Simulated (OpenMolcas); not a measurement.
## Exact exchange and the vertical energy of the triplet above the singlet of GaNH2ClF

GaNH2ClF: 6 atoms, total charge 0, spin state singlet. SMILES: `[NH2][Ga]([F])[Cl]`. The shape is that of a PBE0-D4/def2-TZVP optimisation.

The vertical energy of the triplet above the singlet y, in eV, basis 6-31G(d); a is the functional's share of exact exchange. Programs: OpenMolcas 26.06.

| functional | program | a | y (eV) |
| --- | --- | --- | --- |
| TPSS | OpenMolcas | 0 | 4.86 |
| r2SCAN | OpenMolcas | 0 | 5.00 |
| B3LYP | OpenMolcas | 0.2 | 5.03 |
| PBE0 | OpenMolcas | 0.25 | ? |
| BHLYP | OpenMolcas | 0.5 | 5.15 |

**Question.** Fit y = c + s·a to the known rows and predict PBE0.

**Answer.** 
1. Means of the 4 rows: a = 0.1750, y = 5.010.
2. Σ(Δa)² = 0.1675, Σ(Δa·Δy) = 0.074, so the slope is 0.074/0.1675 = 0.44179.
3. Intercept: 5.010 − (0.44179) × 0.1750 = 4.933. The largest residual of the fit is 0.073.
4. PBE0: 4.933 + (0.44179) × 0.25 = 5.04 eV.

The run gave 5.11 eV, so the prediction is off by -0.07 eV, within the largest residual. The rows mix families of semi-local functionals, which the line can't see.
